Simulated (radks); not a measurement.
The mean radii <r> (bohr) of the occupied orbitals of an atom or ion are listed with their occupations. All-electron calculation, Dirac Kohn-Sham, LDA (Slater exchange, Perdew-Wang correlation), spin-unpolarised, spherical densities, finite nucleus; Fermi nuclear charge, rms radius of each element as measured or else 0.836 A^(1/3) + 0.57 fm. Program: a radial shooting solver on a logarithmic mesh with Libxc functionals.

| orbital | occ. | <r> |
|---|---|---|
| 1s1/2 | 2 | 0.04414 |
| 2s1/2 | 2 | 0.1960 |
| 2p1/2 | 2 | 0.1686 |
| 2p3/2 | 4 | 0.1724 |
| 3s1/2 | 2 | 0.5750 |
| 3p1/2 | 2 | 0.5830 |
| 3p3/2 | 4 | 0.5937 |
| 3d3/2 | 4 | 0.6276 |
| 3d5/2 | 6 | 0.6320 |
| 4s1/2 | 1 | 1.771 |
| 4p1/2 | 1.66667 | 2.214 |
| 4p3/2 | 3.33333 | 2.264 |

Name the element and its charge. Open shells, if any, are shared by 2j + 1.

Answer. Z = 34, selenium, charge 0: Se in [Ar] 3d10 4s1 4p5. The 1s radius gives Z: for a bare nucleus <r> = (2 gamma + 1)/(2Z) with gamma = sqrt(1 - (Z/c)^2), 0.0432 bohr for Z = 34, and screening makes it slightly larger (0.04414 here). The occupations add up to 34, and the charge is Z minus that.
